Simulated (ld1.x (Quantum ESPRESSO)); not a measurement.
What one change does to a pseudopotential (tellurium (Te), TM)

ld1.x (Quantum ESPRESSO) 7.5 input, shortened:

```
&input
   title='Te', zed=52., rel=1, dft='PZ', iswitch=3,
   config='[Kr] 4d10 5s2 5p2.5'
 /
 &inputp
   pseudotype=2, tm=.true., lloc=-2, rcloc=1.20,
   nlcc=.true., new_core_ps=.true., rcore=1.50
 /
3
5S  1  0   2.00   0.00  1.80  1.80  0.0
5P  2  1   2.50   0.00  1.65  1.65  0.0
4D  3  2  10.00   0.00  1.45  1.45  0.0
 &test
   configts(1)='4d10 5s2 5p2.5'
 /
```

Change: wave 5s (bound): rc 1.80 bohr becomes 5s (bound): rc 1.22 bohr.

Cutoffs: the cutoffs (Ry, on a coarse ladder) from which the occupation-weighted sum of valence levels, in a spherical-Bessel basis at the reference potential, stays within 10 and 1 mRy of its value at 400 Ry; they do not see the model core or the augmentation charge, which bear on the density cutoff. Errors are all-electron minus pseudo energies relative to the spin-unpolarised reference configuration.

Q: What does the change do?

A: The potential gets harder (100 Ry and 160 Ry → 160 Ry and 260 Ry); both files keep a bound ghost (s); of the 9 tests that both files solve, the error grows in 2 and shrinks in 3 by more than 15 % and 0.3 meV (median size 16.6 → 15.9 meV). A smaller radius makes the pseudo-wave follow the all-electron one further in, where it bends more sharply, so more plane waves are needed.

| quantity | base | changed |
| --- | --- | --- |
| cutoff, loose | 100 Ry | 160 Ry |
| cutoff, tight | 160 Ry | 260 Ry |
| loose cutoff by channel (10 mRy a level) | s 25 Ry, p 35 Ry, d 80 Ry | s 140 Ry, p 35 Ry, d 80 Ry |
| bound ghosts | s | s |
| error for 4d10 5s2 5p4, meV [ΔE -17.92 eV] | +31 | +27 |
| error for 4d10 5s2 5p3, meV [ΔE -8.00 eV] | +5.6 | +4.9 |
| error for 4d10 5s2 5p2, meV [ΔE 10.17 eV] | +1.0 | +0.2 |
| error for 4d10 5s1 5p5, meV [ΔE -8.56 eV] | +16 | -27 |
| error for 4d10 5s2 5p3.5, meV [ΔE -13.93 eV] | +17 | +15 |
| error for 4d10 5s2 5p0, meV [ΔE 74.31 eV] | -17 | -62 |
| error for 4d9 5s2 5p4, meV [ΔE 31.40 eV] | +102 | +16 |
| error for 4d10 5s2 5p2.5 (spin-polarised), meV [ΔE -0.99 eV] | +4.1 | +2.6 |
| error for 4d10 5s2 5p4 (spin-polarised), meV [ΔE -18.40 eV] | +38 | +34 |

 A true bound ghost makes a file unfit for plane-wave use even where its test errors are small: the radial tests pick states by their node count and pass the ghost by.
